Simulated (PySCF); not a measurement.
Species: C4H6Ge.
InChI=1S/C4H6Ge/c1-2-4-5-3-1/h1-4H,5H2

Level of theory: PBE0-D3(BJ)/def2-SVP geometry optimisation, gas phase (PySCF 2.14.0).

Masses are those of the commonest isotopes; rigid-rotor values at the optimised geometry. 

Give the principal moments of inertia and the rotational constants in MHz.

Ia = 76.98, Ib = 154.77, Ic = 225.42 u·Å²; 505379 MHz·u·Å²/I gives A = 6565, B = 3265, C = 2242 MHz.

Classify the top.

An asymmetric top: κ = (2 × 3265 − 6565 − 2242)/(6565 − 2242) = -0.53.

What does the inertial defect say?

Not planar: Δ = Ic − Ia − Ib = -6.33 u·Å². For a rigid frame Δ = −2 Σ m c², so Σ m c² = 3.16 u·Å² lies off the ab plane, practically all of it from hydrogen. The atom farthest from that plane is 1.26 Å away.

Give the other two planar moments, Paa and Pbb, and the rms extents of the mass along the axes.

Paa = Σ m a² = (Ib + Ic − Ia)/2 = 151.61 and Pbb = Σ m b² = (Ia + Ic − Ib)/2 = 73.82 u·Å². With the mass M = 127.97 u, the rms extents √(P/M) along a, b and c are 1.09, 0.76, 0.16 Å.

Which lines would a microwave search look for?

The dipole components are |μa| = 0.35 D, |μb| = 0.00 D, |μc| = 0.00 D; the symmetry axis of this C2v structure is a, so μb and μc vanish by symmetry and there are no b-type or c-type lines. Some lines, for components of 0.1 D or more:

```
type  branch         J(Ka,Kc)    MHz  lower level (cm⁻¹)
   a       Q  3(2,1) ← 3(2,2)    969               1.611
   a       Q  1(1,0) ← 1(1,1)   1023               0.294
   a       Q  2(1,1) ← 2(1,2)   3070               0.627
   a       R  1(0,1) ← 0(0,0)   5507               0.000
   a       Q  3(1,2) ← 3(1,3)   6115               1.123
   a       R  2(1,2) ← 1(1,1)   9991               0.294
   a       R  2(0,2) ← 1(0,1)  10811               0.184
   a       R  2(1,1) ← 1(1,0)  12038               0.328
   a       R  3(1,3) ← 2(1,2)  14870               0.627
   a       R  3(0,3) ← 2(0,2)  15756               0.544
   a       R  3(2,2) ← 2(2,1)  16522               1.060
   a       R  3(2,1) ← 2(2,0)  17287               1.066
   a       R  3(1,2) ← 2(1,1)  17914               0.729
```

Estimate the classical rotational partition function at 10 K, 100 K and 200 K.

Point group C2v, symmetry number σ = 2; q = (√π/σ)·√((kT/h)³/(ABC)), k/h = 20836.6 MHz/K: 384 at 10 K, 12200 at 100 K, 34400 at 200 K.

No frequency check. No vibrational averaging or centrifugal distortion is included, and the geometry carries the error of its method.
